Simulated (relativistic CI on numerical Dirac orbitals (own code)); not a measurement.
# The magnetic moment of free Pr3+ at 300 K

Problem. Pr3+ (4f2) has the ground term 3H, whose calculated levels (Dirac-Coulomb-Breit CI, one configuration, Slater integrals scaled by 0.85) lie at J = 4: 0, J = 5: 2082, J = 6: 4244 cm⁻¹. Find the effective moment at 300 K in LS coupling.

Working.
1. S = 1, L = 5. The ground level J = 4 has g_J = 3/2 + [S(S + 1) − L(L + 1)]/[2J(J + 1)] = 0.8000 and g_J√(J(J + 1)) = 3.58 μB.
2. kT = 208.5 cm⁻¹. Populations (2J + 1)e^(−E/kT)/Z: J = 4: 1.000.
3. The field also mixes neighbouring J. With F_J = [(S + L + 1)² − J²][J² − (S − L)²]/J, each level gains α_J = [F_(J+1)/(E_(J+1) − E_J) − F_J/(E_J − E_(J−1))]/[6(2J + 1)], and μ²(J) = g_J²J(J + 1) + 3kT α_J.
4. Values of μ²(J): J = 4: 12.800 + 0.240.
5. The thermal average gives μ_eff = 3.61 μB, or χT = μ²/8 = 1.63 cm³ K mol⁻¹.

Check. With the measured levels of this term (Martin, Zalubas and Hagan, Atomic Energy Levels: The Rare-Earth Elements, NSRDS-NBS 60 (1978): 4: 0, 5: 2152, 6: 4389) the same steps give μ_eff = 3.61 μB. The computed ground level holds 97 % of 3H and has g = 0.8053, with g_s = 2.0023, relativistic corrections and term mixing, against 0.8000 above. The excited levels lie far above kT, so the ground-level formula is enough. A crystal field changes the moment at low temperature.
